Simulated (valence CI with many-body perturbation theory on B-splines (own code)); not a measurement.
**Hf³⁹⁺: electric-dipole lines**

Calculated by relativistic CI+MBPT: five valence electrons over a frozen Dirac-Fock core [Ar] 3d10, radial functions for each j: 9 s, 9 p, 8 d, 6 f, 3 g, 1 h, with the one-electron correlation potential Σ1, the two-electron term Σ2, the three-electron term Σ3, Breit, model QED; selected CI, second order for the rest (own B-spline code, finite nucleus).

No measured spectrum was set against this ion. As an estimate, large intervals hold to a few tenths of a per cent, small ones and those within an open d or f shell to about a per cent. Among the levels kept, up to 300 cm⁻¹ of a level comes from second order outside the variational space, and about a tenth of that is noise between levels of different J, which matters for small intervals.

Lines 151 to 200 of 212 in falling wavelength, among levels below 2828600 cm⁻¹, chosen from the strongest by gf and those to the six lowest levels. Wavelengths and rates use the calculated energies. Electric multipoles are in the length gauge, E1 and E2 with the static RPA response of the core. Weak lines are less certain than strong ones. Lines between different terms over intervals too small for the method are left out, as are lines whose strength nearly cancels. Where a level lies close to another of its J and parity, the split of strength between their lines is uncertain. The highest levels of a list are the least certain.

Levels are named by their leading jj configuration (3d3/2^4 stands for four electrons in 3d with j = 3/2), which in mixed levels can hold well under half, so a name can repeat and another be missing. Letters in brackets count levels of one name in rising energy.

| λ vac (nm) | Upper | Lower | A (s⁻¹) | S (a.u.) |
| --- | --- | --- | --- | --- |
| 6.807 | (4s^2 4p1/2 4p3/2 4d5/2) J=5/2 [b] | (4s^2 4p1/2 4p3/2^2) J=3/2 | 5.82e+11 | 5.44e-01 |
| 6.789 | (4s^2 4p1/2 4p3/2 4d5/2) J=1/2 | (4s^2 4p1/2 4p3/2^2) J=3/2 | 2.43e+11 | 7.52e-02 |
| 6.768 | (4s 4p1/2^2 4p3/2 4d5/2) J=7/2 | (4s 4p1/2^2 4p3/2^2) J=5/2 | 1.02e+11 | 1.24e-01 |
| 6.757 | (4s 4p1/2^2 4p3/2^2) J=1/2 | (4s^2 4p1/2^2 4p3/2) J=3/2 | 1.90e+11 | 5.77e-02 |
| 6.735 | (4s 4p1/2 4p3/2^3) J=5/2 | (4s^2 4p1/2 4p3/2^2) J=5/2 | 5.55e+11 | 5.02e-01 |
| 6.712 | (4s^2 4p3/2^2 4d5/2) J=5/2 [b] | (4s^2 4p3/2^3) J=3/2 | 9.05e+11 | 8.10e-01 |
| 6.679 | (4s 4p1/2 4p3/2^3) J=3/2 | (4s^2 4p1/2 4p3/2^2) J=1/2 | 2.55e+11 | 1.50e-01 |
| 6.678 | (4s 4p1/2^2 4p3/2^2) J=3/2 | (4s^2 4p1/2^2 4p3/2) J=3/2 | 3.83e+11 | 2.25e-01 |
| 6.663 | (4s^2 4p1/2 4p3/2 4d5/2) J=3/2 [c] | (4s^2 4p1/2 4p3/2^2) J=3/2 | 1.94e+11 | 1.13e-01 |
| 6.634 | (4s 4p1/2 4p3/2^3) J=1/2 | (4s^2 4p1/2 4p3/2^2) J=1/2 | 7.24e+11 | 2.09e-01 |
| 6.619 | (4s 4p1/2^2 4p3/2 4d3/2) J=1/2 [b] | (4s^2 4p1/2^2 4d3/2) J=3/2 | 3.50e+11 | 1.00e-01 |
| 6.549 | (4s 4p1/2 4p3/2^3) J=5/2 | (4s^2 4p1/2 4p3/2^2) J=3/2 | 4.41e+10 | 3.67e-02 |
| 6.471 | (4s 4p1/2^2 4p3/2 4d5/2) J=5/2 | (4s^2 4p1/2^2 4d3/2) J=3/2 | 2.01e+09 | 1.61e-03 |
| 6.450 | (4s 4p1/2 4p3/2^3) J=3/2 | (4s^2 4p1/2 4p3/2^2) J=5/2 | 5.25e+11 | 2.78e-01 |
| 6.393 | (4s 4p1/2^2 4p3/2 4d5/2) J=3/2 | (4s^2 4p1/2^2 4d3/2) J=3/2 | 1.19e+10 | 6.12e-03 |
| 6.315 | (4s^2 4p1/2^2 4f5/2) J=5/2 | (4s^2 4p1/2^2 4d3/2) J=3/2 | 5.99e+11 | 4.47e-01 |
| 6.279 | (4s 4p1/2 4p3/2^3) J=3/2 | (4s^2 4p1/2 4p3/2^2) J=3/2 | 2.44e+10 | 1.19e-02 |
| 6.239 | (4s 4p1/2 4p3/2^3) J=1/2 | (4s^2 4p1/2 4p3/2^2) J=3/2 | 2.14e+11 | 5.14e-02 |
| 5.571 | (4s^2 4p1/2 4p3/2 4d3/2) J=5/2 [a] | (4s^2 4p1/2^2 4p3/2) J=3/2 | 2.16e+09 | 1.10e-03 |
| 5.569 | (4s^2 4p1/2 4p3/2 4d3/2) J=3/2 [a] | (4s^2 4p1/2^2 4p3/2) J=3/2 | 3.60e+10 | 1.23e-02 |
| 5.559 | (4s^2 4p1/2 4p3/2 4d3/2) J=1/2 [a] | (4s^2 4p1/2^2 4p3/2) J=3/2 | 4.36e+09 | 7.39e-04 |
| 5.404 | (4s^2 4p3/2^2 4d3/2) J=3/2 [a] | (4s^2 4p1/2 4p3/2^2) J=1/2 | 8.87e+10 | 2.76e-02 |
| 5.399 | (4s^2 4p3/2^2 4d3/2) J=1/2 | (4s^2 4p1/2 4p3/2^2) J=1/2 | 1.55e+10 | 2.40e-03 |
| 5.254 | (4s^2 4p3/2^2 4d5/2) J=1/2 | (4s^2 4p1/2 4p3/2^2) J=1/2 | 2.25e+09 | 3.22e-04 |
| 5.253 | (4s^2 4p3/2^2 4d3/2) J=3/2 [a] | (4s^2 4p1/2 4p3/2^2) J=5/2 | 3.09e+11 | 8.83e-02 |
| 5.236 | (4s^2 4p3/2^2 4d3/2) J=5/2 | (4s^2 4p1/2 4p3/2^2) J=5/2 | 6.67e+11 | 2.84e-01 |
| 5.203 | (4s^2 4p1/2 4p3/2 4d5/2) J=3/2 [a] | (4s^2 4p1/2^2 4p3/2) J=3/2 | 8.10e+09 | 2.25e-03 |
| 5.190 | (4s^2 4p3/2^2 4d3/2) J=7/2 | (4s^2 4p1/2 4p3/2^2) J=5/2 | 9.63e+11 | 5.31e-01 |
| 5.162 | (4s^2 4p3/2^2 4d3/2) J=3/2 [b] | (4s^2 4p1/2 4p3/2^2) J=1/2 | 1.05e+12 | 2.86e-01 |
| 5.139 | (4s^2 4p3/2^2 4d3/2) J=3/2 [a] | (4s^2 4p1/2 4p3/2^2) J=3/2 | 9.27e+11 | 2.48e-01 |
| 5.135 | (4s^2 4p1/2 4p3/2 4d3/2) J=5/2 [b] | (4s^2 4p1/2^2 4p3/2) J=3/2 | 1.06e+12 | 4.25e-01 |
| 5.134 | (4s^2 4p3/2^2 4d3/2) J=1/2 | (4s^2 4p1/2 4p3/2^2) J=3/2 | 1.16e+12 | 1.56e-01 |
| 5.122 | (4s^2 4p3/2^2 4d3/2) J=5/2 | (4s^2 4p1/2 4p3/2^2) J=3/2 | 4.78e+11 | 1.90e-01 |
| 5.111 | (4s^2 4p3/2^2 4d5/2) J=7/2 | (4s^2 4p1/2 4p3/2^2) J=5/2 | 1.78e+11 | 9.36e-02 |
| 5.110 | (4s^2 4p1/2 4p3/2 4d3/2) J=3/2 [b] | (4s^2 4p1/2^2 4p3/2) J=3/2 | 1.62e+12 | 4.27e-01 |
| 5.104 | (4s^2 4p1/2 4p3/2 4d5/2) J=5/2 [a] | (4s^2 4p1/2^2 4p3/2) J=3/2 | 2.30e+11 | 9.05e-02 |
| 5.096 | (4s^2 4p1/2 4p3/2 4d3/2) J=1/2 [b] | (4s^2 4p1/2^2 4p3/2) J=3/2 | 1.30e+12 | 1.70e-01 |
| 5.024 | (4s^2 4p3/2^2 4d3/2) J=3/2 [b] | (4s^2 4p1/2 4p3/2^2) J=5/2 | 4.48e+08 | 1.12e-04 |
| 5.003 | (4s^2 4p3/2^2 4d5/2) J=1/2 | (4s^2 4p1/2 4p3/2^2) J=3/2 | 3.17e+09 | 3.91e-04 |
| 4.919 | (4s^2 4p3/2^2 4d3/2) J=3/2 [b] | (4s^2 4p1/2 4p3/2^2) J=3/2 | 2.55e+10 | 5.99e-03 |
| 4.841 | (4s^2 4p3/2^2 4d5/2) J=5/2 [a] | (4s^2 4p1/2 4p3/2^2) J=5/2 | 2.39e+08 | 8.03e-05 |
| 4.831 | (4s^2 4p1/2 4p3/2 4d5/2) J=3/2 [b] | (4s^2 4p1/2^2 4p3/2) J=3/2 | 1.67e+10 | 3.71e-03 |
| 4.807 | (4s^2 4p3/2^2 4d5/2) J=3/2 | (4s^2 4p1/2 4p3/2^2) J=1/2 | 3.91e+10 | 8.58e-03 |
| 4.799 | (4s^2 4p1/2 4p3/2 4d5/2) J=5/2 [b] | (4s^2 4p1/2^2 4p3/2) J=3/2 | 1.24e+11 | 4.06e-02 |
| 4.789 | (4s^2 4p1/2 4p3/2 4d5/2) J=1/2 | (4s^2 4p1/2^2 4p3/2) J=3/2 | 5.78e+10 | 6.27e-03 |
| 4.743 | (4s^2 4p3/2^2 4d5/2) J=5/2 [a] | (4s^2 4p1/2 4p3/2^2) J=3/2 | 1.34e+08 | 4.24e-05 |
| 4.726 | (4s^2 4p1/2 4p3/2 4d5/2) J=3/2 [c] | (4s^2 4p1/2^2 4p3/2) J=3/2 | 3.99e+09 | 8.31e-04 |
| 4.687 | (4s^2 4p3/2^2 4d5/2) J=3/2 | (4s^2 4p1/2 4p3/2^2) J=5/2 | 8.79e+09 | 1.79e-03 |
| 4.669 | (4s 4p1/2 4p3/2^3) J=5/2 | (4s^2 4p1/2^2 4p3/2) J=3/2 | 8.83e+08 | 2.66e-04 |
| 4.618 | (4s^2 4p3/2^2 4d5/2) J=5/2 [b] | (4s^2 4p1/2 4p3/2^2) J=5/2 | 1.08e+10 | 3.16e-03 |
